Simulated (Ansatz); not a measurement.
Which method gave which barrier?

Saddle point of SiNH$_{4}$F$_{3}$, singlet (SiNH₂F₃ ([NH2][Si]([F])([F])[F]) + H₂ → SiHF₃ ([F][SiH]([F])[F]) + NH₃ (still joined by a long Si–N bond); bonds formed: Si1–H7, N2–H6; bonds broken: H6–H7; bonds weakened to dative contacts: Si1–N2), PBE0-D4/def2-TZVP structure:

```tsv
atom	x (Å)	y (Å)	z (Å)
Si1	-0.5695	-0.3698	-0.3212
N2	0.7982	0.7254	0.2168
F3	-0.1312	-1.7468	-0.9779
F4	-0.9391	0.4078	-1.6798
F5	-1.9529	-0.1571	0.4277
H6	0.6362	-0.2020	1.0590
H7	-0.0108	-1.0653	1.1892
H8	1.6260	0.7297	-0.3705
H9	0.5431	1.6781	0.4567
```

Program: Ansatz 0.2.0. Basis: def2-TZVPP, with def2-QZVPP for the basis limit. Cores are frozen in the correlated methods. Extrapolation: Hartree–Fock as exp(−7.88 √X), correlation as X^−2.97. Four methods, as single points on the PBE0-D4 structures, gave these electronic barriers from the start structure: 2.008, 2.126, 2.389, 2.888 eV.

(1) The methods were, in alphabetical order, BHLYP-D4, BLYP-D4, HF, PBE0-D4. Which gave which? (A judgement: the text doesn't fix the answer.)

No T1 diagnostic of these runs exceeds 0.012.

Results:

(1) By the calculation: PBE0-D4 2.008; BLYP-D4 2.126; BHLYP-D4 2.389; HF 2.888 eV. For comparison, CCSD(T) at an estimated basis limit (MP2 extrapolated from triple and quadruple zeta, plus CCSD(T) − MP2 in triple zeta) gives 2.276 eV.

Labels in which every atom is bracketed show which atoms are joined, not bond orders.

For scale, one of the runs: CCSD(T)/def2-TZVPP, 222 basis functions, launched by `ansatz run in.yaml --threads 4 --pin off --events-out ev --progress --plain --max-ram 9574MiB`. Hardware: 4 CPU threads of an Intel Xeon Platinum 8259CL, shared host. Wall time 92 s; peak host memory 3.8 GiB.
